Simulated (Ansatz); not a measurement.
GaH$_{8}$NSi$_{2}$ (`[SiH3]N[SiH2][GaH2]`), relaxed with RKS PBE0-D4/def2-TZVP in Ansatz 0.2.0 from a GFN2-xTB geometry. The force threshold is 0.005 eV/Å; the program also tests the step.

The species carries charge 0 and has multiplicity 1.

Start:

```xyz
12

Si    0.622   -1.570    0.426
N    -0.044   -0.811   -0.973
Si   -0.349    0.900   -1.172
Ga   -0.530    1.684    1.092
H    -0.152   -1.016    1.570
H     0.404   -3.004    0.249
H     2.047   -1.258    0.605
H    -0.064   -1.361   -1.817
H    -1.536    0.972   -2.054
H     0.773    1.480   -1.956
H     0.702    1.902    2.121
H    -1.872    2.082    1.909
```

| step | energy (eV) | largest force (eV/Å) | largest move (Å) |
| --- | --- | --- | --- |
| 1 | -69739.9990 | 0.945 | 0.000 |
| 2 | -69740.1502 | 0.248 | 0.194 |
| 3 | -69740.1783 | 0.133 | 0.062 |
| 4 | -69740.2094 | 0.213 | 0.153 |
| 5 | -69740.2394 | 0.324 | 0.196 |
| 6 | -69740.2516 | 0.265 | 0.111 |
| 7 (rejected) | -69740.2394 | 0.390 | 0.142 |
| 8 | -69740.2695 | 0.037 | 0.069 |
| 9 | -69740.2733 | 0.076 | 0.061 |
| 10 (rejected) | -69740.2723 | 0.178 | 0.133 |
| 11 | -69740.2767 | 0.039 | 0.066 |
| 12 | -69740.2789 | 0.027 | 0.073 |
| 13 | -69740.2799 | 0.059 | 0.086 |
| 14 | -69740.2804 | 0.038 | 0.024 |
| 15 | -69740.2809 | 0.024 | 0.027 |
| 16 | -69740.2811 | 0.021 | 0.028 |
| 17 | -69740.2813 | 0.013 | 0.024 |
| 18 | -69740.2813 | 0.010 | 0.015 |
| 19 | -69740.2814 | 0.007 | 0.015 |
| 20 | -69740.2814 | 0.007 | 0.020 |
| 21 | -69740.2815 | 0.009 | 0.032 |
| 22 | -69740.2815 | 0.013 | 0.031 |
| 23 | -69740.2815 | 0.014 | 0.006 |
| 24 | -69740.2815 | 0.008 | 0.008 |
| 25 | -69740.2816 | 0.007 | 0.004 |
| 26 | -69740.2816 | 0.004 | 0.010 |
| 27 | -69740.2816 | 0.004 | 0.014 |

End:

```xyz
12

Si    0.547   -1.485    0.413
N     0.199   -0.748   -1.087
Si   -0.359    0.909   -1.205
Ga   -0.485    1.476    1.144
H     0.141   -0.476    1.471
H    -0.238   -2.715    0.691
H     1.984   -1.774    0.659
H     0.342   -1.282   -1.933
H    -1.648    0.955   -1.956
H     0.601    1.718   -2.014
H     0.745    2.130    1.875
H    -1.828    1.292    1.940
```

Hardware: 4 threads of an Arm Neoverse V1 on a shared host. Wall time 2.3 min, peak host memory 0.68 GiB.
